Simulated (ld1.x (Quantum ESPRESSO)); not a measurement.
## Pr (Z = 59): one change to a TM potential, before and after

```
Element                 : praseodymium
Generator               : ld1.x (Quantum ESPRESSO) 7.5
Type                    : norm-conserving Troullier–Martins (Kleinman–Bylander form)
Functional              : PBEsol
Relativity              : fully relativistic
Frozen core             : [Xe] 4f2
Valence charge          : 3
Reference configuration : 5d1 6s1.5 6p0.5
Partial waves           : 6p (bound): rc 3.60 bohr; 5d (bound): rc 2.60 bohr; 6s (bound): rc 3.95 bohr
Local potential         : the s channel
Core correction         : none
```

Open shells are filled in proportion to 2j + 1 (rel_dist='average').

Change: wave 6p (bound): rc 3.60 bohr becomes 6p (bound): rc 4.14 bohr.

Cutoffs: the cutoffs (Ry, on a coarse ladder) from which the occupation-weighted sum of valence levels, in a spherical-Bessel basis at the reference potential, stays within 10 and 1 mRy of its value at 400 Ry; they do not see the model core or the augmentation charge, which bear on the density cutoff. Errors are all-electron minus pseudo energies relative to the spin-unpolarised reference configuration.

Question: What does the change do?

Answer: The potential gets neither clearly harder nor softer (12 Ry and 15 Ry → 12 Ry and 15 Ry); of the 7 tests that both files solve, the error grows in 4 and shrinks in 1 by more than 15 % and 0.3 meV (median size 8.9 → 7.4 meV); neither file shows a bound ghost.

| quantity | base | changed |
| --- | --- | --- |
| cutoff, loose | 12 Ry | 12 Ry |
| cutoff, tight | 15 Ry | 15 Ry |
| bound ghosts | none | none |
| error for 5d1 6s2 6p0, meV [ΔE -1.26 eV] | -0.4 | -1.1 |
| error for 5d1 6s1 6p0, meV [ΔE 4.94 eV] | -12 | -11 |
| error for 5d1 6s0 6p0, meV [ΔE 16.16 eV] | +24 | +28 |
| error for 5d1.5 6s1.5 6p0, meV [ΔE -0.79 eV] | +8.9 | +7.4 |
| error for 5d1 6s1 6p1, meV [ΔE 1.28 eV] | -0.2 | -1.1 |
| error for 5d1 6s0 6p1, meV [ΔE 8.09 eV] | +2.4 | -6.6 |
| error for 5d0 6s2 6p0, meV [ΔE 5.15 eV] | +147 | +150 |
